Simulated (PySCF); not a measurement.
**Zr²¹⁺: ionisation energy**

Zr²¹⁺ [Ar] 3d1 (2D) → Zr²²⁺ [Ar] (1S), as a difference of total energies. Calculation: PySCF 2.14, in an even-tempered Gaussian basis (17 s from 2.1 bohr⁻², ratio 2.5; 11 p from 2.7 bohr⁻², ratio 2.5; 8 d from 2.7 bohr⁻², ratio 2.5; 4 f from 9.4 bohr⁻², ratio 2.7; 3 g from 14 bohr⁻², ratio 2.7); the non-relativistic Hamiltonian (point nucleus). Correlated levels: outer shells: [Ne] frozen; virtual orbitals above 40 to 60 times the deepest correlated orbital energy dropped. The calculations carry no spin-orbit coupling.

```csv
method,ionisation energy (eV)
UHF,922.10
LDA,923.47
PBE,923.80
PBE0,923.74
r2SCAN,924.18
B2PLYP,923.37
BHandHLYP,923.82
MP2 (outer shells),922.16
SCS-MP2 (outer shells),922.13
```

A first-order spin-orbit estimate (lowest level to lowest level, LS coupling) adds 2.077 eV.

All relativistic terms are absent from these numbers, so their closeness to the reference says little about the methods.

For comparison: 922 ± 4 eV (theoretical estimate listed by NIST; NIST Atomic Spectra Database, ionization energies).
